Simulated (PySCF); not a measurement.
AlH4N2Si (calculated)

Computed with PySCF 2.14.0. Calculation on a computer-drawn molecule: the log of a Hartree-Fock and frozen-core CCSD(T) single point meant for a local Hartree-Fock minimum, with one planted fault or none, to be diagnosed. Offsets are logged minus clean, where the clean run is the same molecule without the fault. The reference is restricted for singlets and unrestricted otherwise, and also for a bond in bohr or an excited solution. Adding or removing an electron swaps singlet and doublet. The excited solution moves the top pair (singlet) or top alpha electron (doublet) to the lowest empty orbital. Highest occupied and lowest empty are orbital energies over both spins, largest force is the largest gradient component, triples share is (T) over the correlation energy, the T1 limit is 0.02 restricted and 0.045 unrestricted, electrons count all cores, a negative frequency is imaginary (commonest isotopes), and the dipole is about the centre of nuclear charge.

## AlH4N2Si

Logged structure:
```xyz
8
AlH4N2Si
N      1.5099    -1.0934    -1.6576
Si     0.4353    -0.5963    -0.6374
N     -1.2623    -0.6133    -0.6844
Al    -2.4065    -1.2205    -1.9513
H      1.3874    -1.5255    -2.5512
H      0.8852     0.0107     0.6202
H     -1.6913    -0.2146     0.1379
H     -3.9460    -1.0417    -1.5928
```

```
meant charge                      : 0
meant multiplicity                : 2
meant basis                       : cc-pV(D+d)Z
logged electrons                  : 45
logged basis functions            : 94
logged SCF converged              : yes
logged spin squared               : 3.7814
logged highest occupied           : -4.7416 eV
logged lowest empty               : 0.63228 eV
logged largest force              : 0.13925 hartree/bohr
logged T1 diagnostic              : 0.041114
logged D1 diagnostic              : 0.22932
logged triples share              : 0.030451
logged CC converged               : yes
logged dipole magnitude           : 1.5571 debye
logged SCF stable within its kind : yes
logged energy HF                  : -641.96104 hartree
logged energy CCSD(T)             : -642.45437 hartree
possible faults                   : no fault, one electron removed, one electron added, multiplicity raised by two, geometry at a saddle point, SCF held on an excited solution, minimal basis STO-3G, one bond length entered in bohr, all coordinates scaled
planted fault                     : ?
```

Drawn bonds:
| atom | other atom | order |
| --- | --- | --- |
| 1 | 2 | 2 |
| 2 | 3 | 1 |
| 3 | 4 | 1 |
| 1 | 5 | 1 |
| 2 | 6 | 1 |
| 3 | 7 | 1 |
| 4 | 8 | 1 |

To be estimated
1. Which fault was planted in the run of AlH4N2Si?

Calculated values
1. multiplicity raised by two

Further results for AlH4N2Si:

```
HF energy offset from clean run      : 79.04 kcal/mol
CCSD(T) energy offset from clean run : 99.51 kcal/mol
```
